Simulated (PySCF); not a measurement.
TDDFT excited states: CH7F2NSi2

Compound: CH₇F₂NSi₂.
Structure used (GFN2-xTB), in Å, numbered top down from 1:
```
atom  x, y, z in Å
N1     2.2900    0.5248    1.1841
Si2    1.1369    0.6391   -0.0953
Si3   -0.7025   -0.5050    0.7127
C4    -2.0354   -0.4701   -0.6927
F5    -1.5397   -1.0533   -1.8247
F6    -2.3229    0.8205   -1.0384
H7     3.1206    1.0920    1.1365
H8     2.5266   -0.3772    1.5639
H9     0.9362    2.0827   -0.2526
H10    1.5997    0.1101   -1.3942
H11   -1.4453    0.0437    1.8544
H12   -0.5743   -1.9469    0.9791
H13   -2.9942   -0.9599   -0.4795
```

Method used: TDDFT CAM-B3LYP/def2-SVPD, vertical, gas phase, core orbitals frozen in the response in PySCF 2.14.0, density-fitted response routines.

Question: List the vertical singlet excitations with oscillator strengths and describe the spectrum.

Answer: 

```tsv
state	E (eV)	λ (nm)	f	|μ| (D)	main configurations (H = HOMO, L = LUMO)
S1	5.77	214.8	0.0042	0.44	H→L (94%)
S2	6.94	178.5	0.011	0.65	H→L+1 (48%), H→L+2 (36%)
S3	7.02	176.6	0.065	1.56	H-1→L (60%), H→L+1 (20%)
S4	7.38	168.1	0.032	1.07	H→L+2 (41%), H-1→L (17%), H→L+1 (15%)
S5	7.49	165.6	0.063	1.48	H-2→L (75%)
S6	7.67	161.6	0.054	1.36	H→L+3 (47%), H-1→L+1 (26%)
S7	7.76	159.7	0.039	1.15	H-1→L+2 (30%), H→L+3 (28%), H-1→L+1 (21%)
S8	7.88	157.3	0.014	0.68	H→L+4 (59%), H-3→L (10%), H→L+8 (10%)
```

Triplets, Tamm–Dancoff:

```
state  E (eV)  λ (nm)  main configurations (H = HOMO, L = LUMO)
   T1    5.41   229.2                                 H→L (91%)
   T2    6.20   199.9                  H-1→L (57%), H-2→L (20%)
   T3    6.34   195.6                  H→L+1 (39%), H→L+2 (35%)
```

The lowest singlet comes at 215 nm (557 kJ/mol) in the ultraviolet; it is very weak; its leading configuration is HOMO→LUMO (94%). The most intense listed level is S3 at 7.02 eV (177 nm, f = 0.065), 1.25 eV above S1. Löwdin shares by element: HOMO nitrogen 51%, silicon 22%, hydrogen 10% or more (atoms not listed hold the other 17%); LUMO silicon 48%, nitrogen 8%, hydrogen 7% or more (atoms not listed hold the other 36%). Orbital energies (eV): HOMO-3 -11.21, HOMO-2 -10.52, HOMO-1 -9.87, HOMO -8.98, LUMO 0.20, LUMO+1 1.13, LUMO+2 1.30. The oscillator strengths of these states sum to 0.281; summed over the whole spectrum of an exact calculation they would give the number of electrons, 66 (Thomas–Reiche–Kuhn). Weighted by f, the mean energy of these states is 7.41 eV. The window holds the lowest 8 singlets.

Time: 34 s wall; peak memory 0.84 GiB. Hardware: one thread, Arm Neoverse V2 (aarch64), no GPU (shared host).

One conformer stands for the species.
